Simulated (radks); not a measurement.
The numbers below are computed, except where a source is named.
Pm XII, configuration [Kr] 4d10 4f2 5s2 (the NIST ground configuration). Level of theory: Dirac Kohn-Sham, PBE, spin-unpolarised, spherical densities, finite nucleus; open shells fill j = l - 1/2 first; Fermi nuclear charge, rms radius 4.962 fm (a radial shooting solver on a logarithmic mesh with Libxc functionals).

Spin-orbit splittings of the eigenvalues, e(l+1/2) - e(l-1/2), with zeta = 2 splitting/(2l+1) and mean radii in bohr:

shell  occ.  splitting (eV)  zeta (eV)  <r> j=l-1/2  <r> j=l+1/2
2p        6           560.2      373.5      0.08245      0.08897
3p        6           112.7      75.15       0.2497       0.2623
3d       10           24.42      9.767       0.2338       0.2377
4p        6           25.42      16.95       0.5996       0.6260
4d       10           4.686      1.874       0.6591       0.6678
4f        2          0.7298     0.2085       0.7519       0.7560
